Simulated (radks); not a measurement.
Results of a calculation; reference values are marked as such.
Problem. These are the eigenvalues of the occupied orbitals of an atom or ion with whole-number occupations (eV). Level of theory: scalar-relativistic Kohn-Sham, PBEsol, spin-polarised, spherical densities, finite nucleus; Fermi nuclear charge, rms radius of each element as measured or else 0.836 A^(1/3) + 0.57 fm (a radial shooting solver on a logarithmic mesh with Libxc functionals).

| orbital | eigenvalue |
|---|---|
| 1s down | -20885.97 |
| 1s up | -20885.96 |
| 2s up | -3006.689 |
| 2s down | -3006.105 |
| 2p up | -2694.744 |
| 2p down | -2694.303 |
| 3s up | -548.8356 |
| 3s down | -548.5008 |
| 3p up | -446.4864 |
| 3p down | -446.1102 |
| 3d up | -280.7740 |
| 3d down | -280.2129 |
| 4s up | -104.7199 |
| 4s down | -101.8051 |
| 4p up | -76.5515 |
| 4p down | -73.4054 |
| 4d up | -36.4272 |

Which element is it, and in what charge state? The configuration may be excited. Open shells, if any, are filled with parallel spins first.

Solution. Z = 43, technetium, charge +3: Tc3+ in [Kr] 4d4. The list shows which subshells hold electrons but not how many an open one holds; the 1s level, -767.55 hartree, gives Z - s = 39.2 by -(Z - s)^2/2, which with screening and relativity narrows Z to a few neighbours, and the depths of the outer levels then fix element, charge and occupations together.
